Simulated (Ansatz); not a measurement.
A structure relaxed at r2SCAN-D4/def2-SVPD in Ansatz, charge -1, singlet:

```csv
atom,x (Å),y (Å),z (Å)
B1,-0.384,-0.751,-1.385
B2,-0.895,0.209,1.557
B3,1.096,0.129,-0.716
B4,-0.813,-1.317,0.479
B5,0.692,-1.466,-0.287
B6,0.694,-0.406,1.043
B7,-0.219,1.108,-1.414
B8,0.892,1.348,0.618
H9,-1.502,1.204,1.233
H10,-1.220,-2.368,0.917
H11,2.053,1.559,0.956
H12,-0.443,-1.354,-2.432
H13,-1.022,1.841,-0.884
H14,1.253,-2.509,-0.474
H15,1.479,-0.762,1.890
H16,2.192,0.189,-1.224
H17,0.064,1.453,-2.545
H18,-1.738,-0.455,0.612
H19,-1.134,-0.141,2.697
H20,0.235,2.341,0.760
H21,-1.281,0.149,-1.403
```

(1) Give its formula and point group.

(2) Summarise the bond lengths by kind (pairs closer than 1.2 times the sum of covalent radii, bridged metal pairs left out).

Results:

(1) the cluster B8H13⁻. Point group Cs (tolerance 0.1 Å).

(2) 14 × B–B 1.70 to 1.99 Å; 13 × B–H 1.20 to 1.27 Å.

Another isomer (singlet) lies 0.61 eV lower at PBE0-D4/def2-TZVPD; other spin states weren't run for this one.
